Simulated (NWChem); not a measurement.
The numbers come from NWChem runs, not from measurements. System: I₂Pb, charge 0, spin multiplicity 1, at a geometry optimised with B3LYP/def2-SVP with def2 effective core potentials on I, Pb. The structure started from a generated list of species. Level: G0W0@PBE/def2-SVP with def2 effective core potentials on I, Pb, RI basis def2-svp-rifit, no spin-orbit coupling.

Part of the output:

```
             Northwest Computational Chemistry Package (NWChem) 7.3.0
             --------------------------------------------------------

                                NWChem Input Module
                                -------------------

 Scaling coordinates for geometry "geometry" by  1.889725989
 (inverse scale =  0.529177249)

 Turning off AUTOSYM since
 SYMMETRY directive was detected!

                             Geometry "geometry" -> ""
                             -------------------------

 Output coordinates in angstroms (scale by  1.889725989 to convert to a.u.)

  No.       Tag          Charge          X              Y              Z
 ---- ---------------- ---------- -------------- -------------- --------------
    1 Pb                  82.0000     0.00000000     0.00000000     0.99969500
    2 I                   53.0000    -2.24709700     0.00000000    -0.77334900
    3 I                   53.0000     2.24709700     0.00000000    -0.77334900

 Effective nuclear repulsion energy (a.u.)    1937.6772458358

            Nuclear Dipole moment (a.u.)
            ----------------------------
        X                 Y               Z
 ---------------- ---------------- ----------------
     0.0000000000     0.0000000000    -0.0000075589

      Symmetry information
      --------------------

 Group name             C2v
 Group number             16
 Group order               4
 No. of unique centers     2

      Symmetry unique atoms

     1    2


 Summary of "ao basis" -> "" (spherical)
 ------------------------------------------------------------------------------
       Tag                 Description            Shells   Functions and Types
 ---------------- ------------------------------  ------  ---------------------
 *                          def2-svp                  on all atoms

 Summary of "ri basis" -> "" (spherical)
 ------------------------------------------------------------------------------
       Tag                 Description            Shells   Functions and Types
 ---------------- ------------------------------  ------  ---------------------
 *                       def2-svp-rifit               on all atoms

  pbe96 is a nonlocal functional; adding pw91lda local functional.

                                 NWChem DFT Module
                                 -----------------

 Summary of "ao basis" -> "ao basis" (spherical)
 ------------------------------------------------------------------------------
[...]
  ----- ------------  ---------------      ----- ------------  ---------------
    14      0.801040  1 Pb px                11      0.555981  1 Pb px
    42      0.347985  2 I  pz                68     -0.347985  3 I  pz
    30      0.242675  2 I  s                 56     -0.242675  3 I  s
    40      0.238816  2 I  px                66      0.238816  3 I  px
    39      0.201797  2 I  pz                65     -0.201797  3 I  pz

 center of mass
 --------------
 x =   0.00000000 y =   0.00000000 z =   0.04762020

 moments of inertia (a.u.)
 ------------------
        1283.250625472945           0.000000000000           0.000000000000
           0.000000000000        5859.759386585154           0.000000000000
           0.000000000000           0.000000000000        4576.508761112208

     Multipole analysis of the density
     ---------------------------------

     L   x y z        total         alpha         beta         nuclear
     -   - - -        -----         -----         ----         -------
     0   0 0 0     -0.000000    -36.000000    -36.000000     72.000000

     1   1 0 0      0.000000      0.000000      0.000000      0.000000
     1   0 1 0     -0.000000     -0.000000     -0.000000      0.000000
     1   0 0 1      1.405581     16.457587     16.457587    -31.509593

     2   2 0 0    -66.121148   -483.857888   -483.857888    901.594629
     2   1 1 0     -0.000000     -0.000000     -0.000000      0.000000
     2   1 0 1     -0.000000     -0.000000     -0.000000      0.000000
     2   0 2 0    -59.193786    -29.596893    -29.596893      0.000000
     2   0 1 1      0.000000      0.000000      0.000000      0.000000
     2   0 0 2    -58.390944   -121.846764   -121.846764    185.302584

 Task  times  cpu:        3.1s     wall:        3.1s

                                NWChem Input Module
                                -------------------

                                 NWChem GW Module
                                 ----------------

                             ***********************
                             ***        GW       ***
                             ***********************

 Summary of "ri basis" -> "ri basis" (spherical)
 ------------------------------------------------------------------------------
       Tag                 Description            Shells   Functions and Types
 ---------------- ------------------------------  ------  ---------------------
 Pb                      def2-svp-rifit             31      121   9s8p7d5f2g
 I                       def2-svp-rifit             30      114   9s8p7d4f2g

                 Memory Information
                 ------------------
          Available GA per process is          1700.0 MBs
          Available stack per process is        700.0 MBs
          Available heap per process is           0.0 MBs

          Peak memory in Initialization
              Peak GA per process is                  8.7 MBs
              Peak stack per process is               0.0 MBs
              Peak heap per process is                9.2 MBs
              Memory not in MA per process            0.0 MBs

          Peak memory in AFF Calculation
              Peak GA per process is                 29.2 MBs
              Peak stack per process is              17.4 MBs
              Peak heap per process is                0.0 MBs
              Memory not in MA per process           17.4 MBs

          Computing 2-center integrals
          Computing Inverse Cholesky factor
          Computing 3-center integrals
          Computing V_xc ...

          Computing Sigma_x
          Computing RPA polarizability
          Solving quasiparticle equations

                  Alpha Orbitals
          State     Energy (eV)     Error (eV)
          -----------------------------------
@GW        33         -8.304           0.003
@GW        34         -7.981           0.004
@GW        35         -8.000           0.004
@GW        36         -7.937           0.004
@GW        37         -1.502           0.005
@GW        38          0.295           0.004

   Applying  -1.8223 eV scissor-shift to rest of particle states

   Applying   2.4123 eV scissor-shift to rest of hole states

     GW Timing Statistics
   ------------------------
   Init.   :          0.1s
     ERIs  :          0.3s
     Distr.:          0.0s
     Vxc   :          0.1s
   Sigma_x :          0.0s
   RPA     :          0.4s
   Wmn     :          0.0s
   Sigma_c :          0.0s
   GW total:          0.9s

 Task  times  cpu:        0.9s     wall:        0.9s

 Total times  cpu:        4.0s     wall:        4.0s
```

Q: Write an NWChem input that would produce this output.

A: One answer among several that fit: 
```
start mol
memory heap 200 mb stack 700 mb global 1700 mb
geometry units angstroms nocenter noautoz
  Pb     0.000000     0.000000     0.999695
  I     -2.247097     0.000000    -0.773349
  I      2.247097     0.000000    -0.773349
  symmetry group C2v
end
basis spherical
  * library def2-svp
end
ecp
  I library def2-ecp
  Pb library def2-ecp
end
basis "ri basis" bse spherical
  * library def2-svp-rifit
end
dft
  xc xpbe96 cpbe96
  iterations 100
  direct
  tolerances tight
end
task dft energy
gw
  states alpha occ 4 vir 2
end
task dft gw
```
